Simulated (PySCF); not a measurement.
B3LYP has the VWN-RPA correlation part, as in Gaussian. Excitations are Tamm–Dancoff values on a coarser integration grid. The basis has no diffuse functions, so Rydberg states are missing or too high.

CH2B2, SMILES `B1=CB1` (charge 0, multiplicity 1)

Calculation: B3LYP-D3(BJ)/def2-TZVP in PySCF 2.14.0.

```json
{
 "HOMO": "-7.94 eV",
 "dipole_moment": "1.01 D",
 "HOMO–LUMO gap": "5.17 eV",
 "LUMO": "-2.77 eV",
 "S1 excitation (TDA)": "3.88 eV",
 "S1 oscillator strength": "0.006",
 "brightest of the four lowest singlets (TDA)": "5.70 eV",
 "T1 excitation (TDA)": "2.57 eV",
 "S1–T1 gap (TDA)": "1.31 eV",
 "vertical ionisation energy (Delta-SCF)": "10.69 eV",
 "total_energy": "-88.9184 Ha",
 "cost": "very roughly 30 core-seconds"
}
```

Bonded distances (Å): B1–C2 1.356, B1–B3 1.513, C2–B3 1.612, C2–H4 1.075, B3–H5 1.176. Bond angles (°): C2–B1–B3 68.1, B1–C2–B3 60.6, B1–C2–H4 171.4, B3–C2–H4 128.0, B1–B3–C2 51.3, B1–B3–H5 173.8, C2–B3–H5 134.8.
Charge 0, spin multiplicity 1.
